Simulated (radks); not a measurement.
Values are calculated unless marked as measured or tabulated.
Ba XXIII, configuration [Ar] 3d10 4s2 4p4 (the NIST ground configuration).

Level of theory: scalar-relativistic Kohn-Sham, PBE, spin-polarised, spherical densities, finite nucleus; open shells are filled with parallel spins first (spin-orbit coupling, left out, can overturn this in heavy ions); Fermi nuclear charge, rms radius 4.8378 fm (a radial shooting solver on a logarithmic mesh with Libxc functionals).

Energy parts (eV):
| part | energy |
|---|---|
| total | -215561.06 |
| kinetic | 227872.05 |
| electron-nucleus | -499529.18 |
| Hartree | 60856.03 |
| exchange-correlation | -4759.96 |

Orbitals (lengths in bohr, moments of r in powers of bohr; <r^-3> diverges for s and p1/2):
orbital  occ.  eigenvalue (eV)  <r^-3>      <r>      <r^4>      <r^2>
1s up       1        -37902.85       -  0.02558  2.074e-06  0.0008885
1s down     1        -37901.79       -  0.02558  2.074e-06  0.0008885
2s up       1        -6527.816       -   0.1096  0.0003447    0.01418
2s down     1        -6527.230       -   0.1096  0.0003447    0.01418
2p up       3        -5921.905    7040  0.09606  0.0002506    0.01126
2p down     3        -5920.957    7039  0.09607  0.0002506    0.01126
3s up       1        -1849.328       -   0.2892    0.01372    0.09545
3s down     1        -1848.310       -   0.2891    0.01368    0.09537
3p up       3        -1654.782    1419   0.2864    0.01415    0.09495
3p down     3        -1653.620    1419   0.2863    0.01410    0.09484
3d up       5        -1376.101   196.8   0.2617    0.01152    0.08051
3d down     5        -1374.967   196.9   0.2615    0.01146    0.08038
4s up       1        -779.5321       -   0.6139     0.2488     0.4226
4s down     1        -773.6753       -   0.6140     0.2498     0.4231
4p up       3        -709.6970   389.4   0.6325     0.2876     0.4512
4p down     1        -703.8969   389.7   0.6330     0.2895     0.4522

The highest occupied level is 4p down at -703.90 eV. The electron density at the nucleus is 3.347e+05 e/bohr^3 (large components only).
